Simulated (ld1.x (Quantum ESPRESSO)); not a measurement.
What one change does to a pseudopotential (Co (Z = 27), PAW)

ld1.x (Quantum ESPRESSO) 7.5 input, shortened:

```
&input
   title='Co', zed=27., rel=1, dft='PBE', iswitch=3,
   config='[Ar] 3d8 4s1 4p0'
 /
 &inputp
   pseudotype=3, lpaw=.true., tm=.true., lloc=-1, rcloc=1.15,
   nlcc=.true., rcore=1.15,
   which_augfun='BESSEL', rmatch_augfun=0.85
 /
6
4S  1  0   1.00   0.00  1.50  2.00  0.0
4S  1  0   0.00   3.75  1.50  2.00  0.0
4P  2  1   0.00   0.00  2.55  3.20  0.0
4P  2  1   0.00   2.95  2.55  3.20  0.0
3D  3  2   8.00   0.00  1.05  1.35  0.0
3D  3  2   0.00   2.05  1.05  1.35  0.0
 &test
   configts(1)='3d8 4s1 4p0'
 /
```

Change: core correction a·sin(br)/r model core inside 1.62 bohr.

Cutoffs: the cutoffs (Ry, on a coarse ladder) from which the occupation-weighted sum of valence levels, in a spherical-Bessel basis at the reference potential, stays within 10 and 1 mRy of its value at 400 Ry; they do not see the model core or the augmentation charge, which bear on the density cutoff. Errors are all-electron minus pseudo energies relative to the spin-unpolarised reference configuration.

Problem. What does the change do?

Solution. The potential gets neither clearly harder nor softer (60 Ry and 100 Ry → 60 Ry and 100 Ry); both files keep a bound ghost (s); of the 7 tests that both files solve, the error grows in 0 and shrinks in 1 by more than 15 % and 0.3 meV (median size 66.1 → 64.6 meV). A wider model core is smoother and lowers the density cutoff, which this test does not measure.

```tsv
quantity	base	changed
cutoff, loose	60 Ry	60 Ry
cutoff, tight	100 Ry	100 Ry
bound ghosts	s	s
error for 3d7 4s2 4p0, meV [ΔE 1.20 eV]	-64	-64
error for 3d7 4s1 4p0, meV [ΔE 10.23 eV]	-57	-57
error for 3d7 4s0 4p0, meV [ΔE 27.02 eV]	-66	-65
error for 3d8 4s0 4p0, meV [ΔE 7.67 eV]	-5.1	-4.3
error for 3d6 4s2 4p1, meV [ΔE 10.86 eV]	-347	-349
error for 3d5 4s0 4p0, meV [ΔE 118.24 eV]	-2154	-2221
error for 3d6 4s2 4p0, meV [ΔE 16.38 eV]	-405	-407
s: phases at 3.48 bohr within 0.05 rad from the reference energy up to (Ry; the scan ends near 5)	to the end of the scan	to the end of the scan
p: phases at 3.48 bohr within 0.05 rad from the reference energy up to (Ry; the scan ends near 5)	3.6	3.6
d: phases at 3.48 bohr within 0.05 rad from the reference energy up to (Ry; the scan ends near 5)	to the end of the scan	to the end of the scan
lowest overlap eigenvalue by channel	s 0.51, p 0.51, d 0.82	s 0.51, p 0.51, d 0.82
```

 A true bound ghost makes a file unfit for plane-wave use even where its test errors are small: the radial tests pick states by their node count and pass the ghost by.
